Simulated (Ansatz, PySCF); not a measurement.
This Ansatz (an electronic-structure program) input computes a SVWN5/def2-TZVPD energy:

Ansatz 0.2 input:
```yaml
crystal:
  periodic: [false, false, false]
  atoms:
    - {symbol: C, position_ang: [-1.55162713, 0.06572842, -0.02812735]}
    - {symbol: C, position_ang: [-0.14645264, -0.39478788, -0.11343163]}
    - {symbol: C, position_ang: [1.07690063, 0.18868366, -0.61610607]}
    - {symbol: O, position_ang: [0.81209283, -0.06544141, 0.80900177]}
    - {symbol: H, position_ang: [-2.05276293, -0.39294038, 0.82583086]}
    - {symbol: H, position_ang: [-2.09595804, -0.20250533, -0.93357936]}
    - {symbol: H, position_ang: [-1.59930526, 1.15659823, 0.09645479]}
    - {symbol: H, position_ang: [1.13582617, 1.24653217, -0.86063746]}
    - {symbol: H, position_ang: [1.84253237, -0.44189869, -1.05409270]}
basis:
  gaussian:
    orbitals: def2-TZVPD
hamiltonian:
  xc: {name: SVWN5}
magnetization: {spin_polarized: true, initial_magnetization: 1}
output: {forces: true}
```

Write an input for the same energy in PySCF and say what it gives.


```python
from pyscf import gto, scf, dft

mol = gto.M(
    atom='''
    C    -1.55162713    0.06572842   -0.02812735
    C    -0.14645264   -0.39478788   -0.11343163
    C     1.07690063    0.18868366   -0.61610607
    O     0.81209283   -0.06544141    0.80900177
    H    -2.05276293   -0.39294038    0.82583086
    H    -2.09595804   -0.20250533   -0.93357936
    H    -1.59930526    1.15659823    0.09645479
    H     1.13582617    1.24653217   -0.86063746
    H     1.84253237   -0.44189869   -1.05409270
    ''',
    basis='def2-tzvpd',
    charge=0,
    spin=1,
    verbose=4,
)

mf = dft.UKS(mol, xc='svwn').density_fit(auxbasis='def2-universal-jkfit')
mf.grids.level = 3
mf.conv_tol = 1e-9
mf.max_cycle = 100
mf.max_memory = 1500
mf.kernel()
if not mf.converged:
    mf = mf.newton()
    mf.kernel(mf.make_rdm1())
for _ in range(2):
    mo, _, stable, _ = mf.stability(return_status=True)
    if stable:
        break
    mf.kernel(mf.make_rdm1(mo, mf.mo_occ))
mf.analyze()
```
It gives -190.88368 Eh, and Ansatz -190.88359 Eh, a difference of 0.09 mEh, from the treatment of integrals and grids.

It need not be the lowest isomer of its formula.
